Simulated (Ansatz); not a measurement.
`C#CC[TeH]` + H₂O → `OC[TeH]` + `C#C` at 600 K and 1 bar (formal hydrolysis of a C–C bond).

Computed with Ansatz on PBE0-D4/def2-TZVP structures; ΔE is electronic, products minus reactants. CCSD(T)/CBS adds triple-zeta CCSD(T) − MP2 to the extrapolated MP2 energy (def2 sets, frozen cores). This one scheme is used for every species. def2 core potentials past Kr. For Te outer-core shells are correlated without core-valence functions, which leaves a few kJ/mol of doubt a bond. One conformer a species, not always the lowest.

```json
{"species": "`C#CC[TeH]`", "CCSD(T)/CBS energy (Eh)": "-384.20943", "H − E (kJ/mol)": "187.7", "S (J/(mol·K))": "396.4"}
{"species": "H₂O", "CCSD(T)/CBS energy (Eh)": "-76.37941", "H − E (kJ/mol)": "76.8", "S (J/(mol·K))": "212.8"}
{"species": "`OC[TeH]`", "CCSD(T)/CBS energy (Eh)": "-383.33372", "H − E (kJ/mol)": "168.9", "S (J/(mol·K))": "364.8"}
{"species": "`C#C`", "CCSD(T)/CBS energy (Eh)": "-77.22717", "H − E (kJ/mol)": "96.2", "S (J/(mol·K))": "235.4"}
```

H − E and S are ideal-gas, rigid-rotor, harmonic terms from PBE0-D4/def2-TZVP, for one conformer and one mirror image of each species. 1 Eh = 2625.50 kJ/mol, R = 8.31446 J/(mol·K).

Task: By hand: ΔE, ΔH, ΔS and ΔG.

Result: ΔE = (-383.33372) + (-77.22717) − (-384.20943) − (-76.37941) = 0.02795 Eh = 73.4 kJ/mol. Δ(H − E) = 168.9 + 96.2 − 187.7 − 76.8 = 0.6, so ΔH = 74.0 kJ/mol. ΔS = 364.8 + 235.4 − 396.4 − 212.8 = -9.0 J/(mol·K). ΔG = 74.0 − 600 × (-9.0)/1000 = 79.4 kJ/mol.

Task: By hand: the equilibrium constant, and the temperature at which ΔG would vanish if ΔH and ΔS stayed fixed.

Result: log₁₀ K = −ΔG/(RT ln 10) = -6.9. ΔH and −TΔS have one sign here, so there is no such temperature.

The number of gas molecules stays the same, so ΔS is small and ΔH decides. A doubt of 5 kJ/mol in ΔE shifts log₁₀ K by 0.4 here. Other conformers and mirror images would add mixing entropy, several J/(mol·K) or more a flexible species. These are equilibria of isolated gas molecules and say nothing of rates. Largest T1 diagnostic: 0.013 (customary marks: 0.02 for closed shells, 0.045 for open ones).

ΔS is within the doubt of such terms, so its sign, and with it that verdict, could turn.
